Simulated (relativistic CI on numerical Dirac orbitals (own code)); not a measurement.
## Pt⁵⁺: 5d valence photoemission

Computed with this model: Dirac-Coulomb-Breit CI, orbitals from a KLI potential per configuration, a model potential for QED, multiplet model of photoemission in the sudden approximation, unscaled Slater integrals; configurations [Xe] 4f14 5d5 → [Xe] 4f14 5d4; 80 K; Lorentzian 0.3 eV and Gaussian 0.5 eV FWHM. Energies are those of the free ion, without screening or charge transfer. The energies are binding energies and can lie tens of eV above those of solids. S is read from ⟨S²⟩ = S(S + 1).

Field parameters in Wybourne normalisation: Oh B⁴₀ = 21Dq, B⁴₄ = √(5/14) B⁴₀; Td as Oh with Dq negative (B⁴₀ = 21Dq, B⁴₄ = √(5/14) B⁴₀). The field is a parameter set, without covalency.

Computed curve for free ion, scaled to 100 at the maximum (points under 2 are left out and the grid is thinned):

```csv
Energy (eV),Intensity
73.7,2.2
73.8,2.7
73.9,3.4
74.0,4.5
74.1,6.2
74.2,8.5
74.3,11.2
74.4,13.9
74.5,15.8
74.6,16.7
74.7,17.0
74.8,17.7
74.9,19.9
75.0,24.0
75.1,29.3
75.2,34.1
75.3,37.2
75.4,38.2
75.5,38.6
75.6,40.4
75.7,45.0
75.8,51.7
75.9,58.6
76.0,64.0
76.1,68.2
76.2,73.1
76.3,79.9
76.4,88.2
76.5,95.7
76.6,100.0
76.7,99.3
76.8,92.6
76.9,80.2
77.0,64.2
77.1,47.7
77.2,33.4
77.3,23.0
77.4,16.1
77.5,12.1
77.6,10.0
77.7,9.2
77.8,9.2
77.9,9.4
78.0,9.4
78.1,9.0
78.2,8.0
78.3,6.6
78.4,5.3
78.5,4.3
78.6,3.6
78.7,3.1
78.8,2.8
78.9,2.5
79.0,2.3
79.1,2.0
80.0,2.1
80.1,2.1
80.2,2.0
```

The ground state has S = 2.38, and the centroid lies at 76.30 eV.
